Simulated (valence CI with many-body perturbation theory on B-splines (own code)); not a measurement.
Sm13+: electric-dipole lines

Level of theory: configuration interaction combined with many-body perturbation theory (CI+MBPT): three valence electrons over a frozen Dirac-Fock core [Kr] 4d10, radial functions for each j: 7 s, 7 p, 7 d, 7 f, 4 g, 2 h, with the one-electron correlation potential Σ1 (screened to all orders), the two-electron term Σ2, the three-electron term Σ3, Breit, model QED; selected single and double excitations, second order for the rest, scaled by the run's own slope (own B-spline code, finite nucleus).

No measured levels were compared; by estimate terms of the open shell hold to a few per cent of their energy, and close levels can change places; configurations with another count of f electrons can be misplaced by thousands of cm⁻¹.

Lines 201 to 250 of 581 in falling wavelength, among levels below 65.396 eV, chosen from the strongest by gf and those to the six lowest levels. Wavelengths and rates use the calculated energies, so an error of 2000 cm⁻¹ moves a line at 444.6 Å by 0.89 % and its rate by three times that or more. Electric multipoles are in the length gauge, E1 and E2 with the static RPA response of the core. Weak lines are less certain than strong ones. Lines between different terms over intervals too small for the method are left out, as are lines whose strength nearly cancels. Where a level lies close to another of its J and parity, the split of strength between their lines is uncertain. The highest levels of a list are the least certain.

Names give the largest LS component (configuration and term), which can be under half, so a name can repeat, a term be missing and a line seem to break the LS rules; names also repeat where a configuration has a term twice. Letters in brackets count levels of one name in rising energy.

| λ vac (Å) | Upper | Lower | A (s⁻¹) | log gf | Branch % |
| --- | --- | --- | --- | --- | --- |
| 444.6 | 5s 5p2 2P_1/2 | 5s2 5p 2P°_3/2 | 1.79e+09 | -0.97 | 5.6 |
| 444.3 | 4f 5p2 4G°_5/2 [a] | 4f 5s 5p 4G_5/2 | 3.92e+08 | -1.16 | 2.9 |
| 443.9 | 4f 5p2 4G°_11/2 [a] | 4f 5s 5p 4G_9/2 | 4.01e+08 | -0.85 | 3.0 |
| 443.0 | 4f 5p2 2P°_3/2 | 4f 5s 5p 2D_5/2 [b] | 3.99e+09 | -0.33 | 24.8 |
| 442.8 | 4f 5p2 2P°_1/2 | 4f 5s 5p 2D_3/2 [b] | 4.22e+09 | -0.61 | 26.0 |
| 442.6 | 4f2 5p 4D°_3/2 [a] | 4f2 5s 4F_3/2 | 9.11e+07 | -1.97 | 1.6 |
| 441.5 | 4f 5p2 2G°_9/2 [b] | 4f 5s 5p 2G_7/2 [b] | 1.25e+09 | -0.44 | 6.2 |
| 441.0 | 4f 5p2 2D°_5/2 | 4f 5s 5p 2D_5/2 [b] | 1.61e+09 | -0.55 | 7.8 |
| 439.6 | 4f2 5p 2I°_13/2 [a] | 4f2 5s 2I_11/2 | 1.87e+08 | -1.12 | 1.6 |
| 439.0 | 4f 5s 5p 4F_7/2 [b] | 4f 5s2 2F°_5/2 | 3.74e+07 | -2.06 | 17.7 |
| 437.9 | 4f2 5p 2H°_9/2 [b] | 4f2 5s 2F_7/2 | 4.96e+08 | -0.85 | 4.5 |
| 437.9 | 4f2 5p 2D°_5/2 [a] | 4f2 5s 4F_3/2 | 1.76e+07 | -2.52 | 0.3 |
| 437.3 | 4f 5p2 2G°_9/2 [c] | 4f 5s 5p 2G_7/2 [b] | 1.63e+09 | -0.33 | 7.6 |
| 437.0 | 4f2 5p 2G°_7/2 [a] | 4f2 5s 2F_5/2 | 1.11e+09 | -0.60 | 10.0 |
| 436.7 | 4f 5p2 4F°_7/2 | 4f 5s 5p 2F_7/2 [c] | 1.99e+09 | -0.34 | 8.9 |
| 436.4 | 4f2 5p 2I°_11/2 [a] | 4f2 5s 4H_11/2 | 2.83e+07 | -2.01 | 0.5 |
| 435.9 | 4f2 5p 4D°_3/2 [b] | 4f2 5s 4P_3/2 | 9.39e+08 | -0.97 | 8.4 |
| 435.3 | 4f2 5p 2K°_13/2 | 4f2 5s 4H_11/2 | 4.58e+07 | -1.74 | 0.9 |
| 433.8 | 4f 5s 5p 4D_5/2 | 4f 5s2 2F°_5/2 | 2.57e+08 | -1.36 | 99.8 |
| 433.4 | 4f2 5p 4F°_7/2 | 4f2 5s 2D_5/2 | 7.38e+08 | -0.78 | 6.4 |
| 431.9 | 4f 5s 5p 2F_7/2 [b] | 4f 5s2 2F°_7/2 | 8.94e+07 | -1.70 | 60.5 |
| 431.5 | 4f 5p2 2G°_9/2 [b] | 4f 5s 5p 2F_7/2 [c] | 2.20e+09 | -0.21 | 10.9 |
| 430.3 | 4f 5p2 2F°_5/2 [c] | 4f 5s 5p 2F_5/2 [b] | 3.50e+09 | -0.23 | 16.0 |
| 430.0 | 4f2 5p 2I°_11/2 [a] | 4f2 5s 4H_9/2 | 4.86e+07 | -1.79 | 0.9 |
| 429.9 | 4f2 5p 2G°_7/2 [b] | 4f2 5s 4P_5/2 | 3.51e+08 | -1.11 | 3.0 |
| 428.8 | 4f2 5p 2H°_11/2 [a] | 4f2 5s 2I_11/2 | 3.11e+08 | -0.99 | 2.6 |
| 428.8 | 4f2 5p 4H°_11/2 | 4f2 5s 2H_11/2 | 5.37e+08 | -0.75 | 4.7 |
| 427.5 | 4f 5p2 2G°_9/2 [c] | 4f 5s 5p 2F_7/2 [c] | 3.43e+08 | -1.03 | 1.6 |
| 427.4 | 4f2 5p 2H°_9/2 [b] | 4f2 5s 2G_9/2 | 5.92e+08 | -0.79 | 5.4 |
| 426.9 | 4f 5p2 4F°_7/2 | 4f 5s 5p 2F_5/2 [b] | 1.45e+09 | -0.50 | 6.5 |
| 426.1 | 4f 5p2 2D°_3/2 [c] | 4f 5s 5p 2F_5/2 [b] | 8.56e+08 | -1.03 | 4.4 |
| 425.4 | 4f2 5p 4G°_7/2 [c] | 4f2 5s 2D_5/2 | 7.06e+08 | -0.81 | 5.9 |
| 425.3 | 4f2 5p 2P°_1/2 [a] | 4f2 5s 2D_3/2 | 5.40e+09 | -0.53 | 65.4 |
| 425.2 | 4f 5s 5p 4D_3/2 | 4f 5s2 2F°_5/2 | 1.02e+08 | -1.96 | 99.6 |
| 425.1 | 4f2 5p 4P°_1/2 | 4f2 5s 2P_3/2 | 3.88e+09 | -0.68 | 37.1 |
| 424.6 | 4f2 5p 2F°_5/2 [d] | 4f2 5s 4P_5/2 | 1.19e+09 | -0.72 | 10.4 |
| 424.3 | 4f2 5p 2H°_9/2 [b] | 4f2 5s 2H_11/2 | 7.63e+08 | -0.69 | 7.0 |
| 423.9 | 4f2 5p 4H°_9/2 [b] | 4f2 5s 4F_9/2 | 9.98e+08 | -0.57 | 8.9 |
| 423.7 | 4f2 5p 2G°_7/2 [a] | 4f2 5s 4F_9/2 | 5.29e+08 | -0.94 | 4.8 |
| 422.0 | 4f2 5p 4F°_5/2 [b] | 4f2 5s 2F_7/2 | 4.85e+08 | -1.11 | 4.1 |
| 421.4 | 4f 5s 5p 2D_5/2 [a] | 4f 5s2 2F°_7/2 | 2.73e+08 | -1.36 | 33.1 |
| 421.1 | 4f 5p2 2F°_7/2 [c] | 4f 5s 5p 2G_7/2 [b] | 1.47e+09 | -0.50 | 6.4 |
| 420.9 | 4f2 5p 2F°_5/2 [b] | 4f2 5s 2D_5/2 | 1.24e+09 | -0.70 | 11.0 |
| 420.7 | 4f 5s 5p 2F_7/2 [b] | 4f 5s2 2F°_5/2 | 5.80e+07 | -1.91 | 39.3 |
| 420.7 | 4f2 5p 4H°_9/2 [b] | 4f2 5s 2H_9/2 | 6.34e+08 | -0.77 | 5.7 |
| 420.4 | 4f2 5p 2G°_7/2 [a] | 4f2 5s 2H_9/2 | 1.23e+09 | -0.58 | 11.2 |
| 420.1 | 4f2 5p 4G°_11/2 [b] | 4f2 5s 2H_11/2 | 3.65e+09 | 0.06 | 33.4 |
| 418.4 | 4f 5s 5p 2G_9/2 [a] | 4f 5s2 2F°_7/2 | 3.42e+07 | -2.05 | 98.9 |
| 416.9 | 4f2 5p 4F°_3/2 | 4f2 5s 2F_5/2 | 1.86e+09 | -0.71 | 16.4 |
| 416.4 | 4f2 5p 2G°_7/2 [a] | 4f2 5s 4F_5/2 | 8.30e+08 | -0.76 | 7.5 |

Q: How does gf follow from A for the line at 424.3 Å?

A: gf = 1.4992 × (2J+1)_upper × A / σ², with σ = 235690 cm⁻¹ and 2J+1 = 10: gf = 0.206.
